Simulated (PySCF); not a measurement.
**Basis and Hamiltonian dependence of the excitation energy of Ni²⁺**

Ni²⁺ [Ar] 3d8 (3F) → Ni²⁺ [Ar] 3d7 4p1 (high-spin determinant). Calculated with PySCF 2.14 from differences of total energies of unrestricted determinants, without spin-orbit coupling. Values in eV.

```
                                                              basis       Hamiltonian  functions     UHF     PBE    PBE0  MP2 (valence)  CCSD(T) (valence)  CCSD(T) (valence and next inner shell)
                                                             STO-3G  non-relativistic         18  -7.135  -6.387  -6.189         -7.110                n/a                                     n/a
                                                       ANO-RCC-VTZP     spin-free X2C         59  12.012  13.668  13.487         13.827             13.558                                  13.640
                                                     aug-cc-pVDZ-DK     spin-free X2C         59  12.131  13.658  13.528         13.828             13.539                                     n/a
                                                       x2c-TZVPPall     spin-free X2C         64  11.904  13.576  13.401         13.691             13.426                                  13.538
                                                        def2-TZVPPD  non-relativistic         67  12.251  13.906  13.737         14.032             13.772                                  13.881
  x2c-TZVPPall with one added diffuse shell each of s, p, d, f type     spin-free X2C         80  11.903  13.570  13.396         13.686             13.415                                     n/a
                                                        aug-cc-pVTZ  non-relativistic         93  12.264  13.932  13.759         14.092             13.817                                     n/a
                                                     aug-cc-pVTZ-DK     spin-free X2C         93  11.916  13.603  13.423         13.745             13.466                                     n/a
                                                        def2-QZVPPD  non-relativistic        100  12.264  13.941  13.766         14.108             13.832                                     n/a
                                                         dyall-av2z  non-relativistic        101  12.361  14.103  13.909         14.014             13.762                                     n/a
                                                       x2c-QZVPPall     spin-free X2C        108  11.913  13.621  13.435         13.789                n/a                                     n/a
aug-cc-pVTZ with one added diffuse shell each of s, p, d, f, g type  non-relativistic        118  12.264  13.930  13.758         14.090                n/a                                     n/a
                                                   aug-cc-pwCVTZ-DK     spin-free X2C        127  11.909  13.611  13.428         13.802                n/a                                     n/a
                                                      aug-cc-pwCVTZ  non-relativistic        127  12.257  13.940  13.764         14.146                n/a                                     n/a
```

Frozen in the all-electron rows: valence: [Ar]; valence and next inner shell: [Ne].

At UHF, STO-3G lies more than 0.3 eV from the median of the rows with comparable relativity. Of these, STO-3G has no diffuse functions of the l that the added or promoted electron needs.

One determinant mixes LS terms of the configuration, so the numbers do not refer to single terms. Non-relativistic rows lack the scalar-relativistic shift.
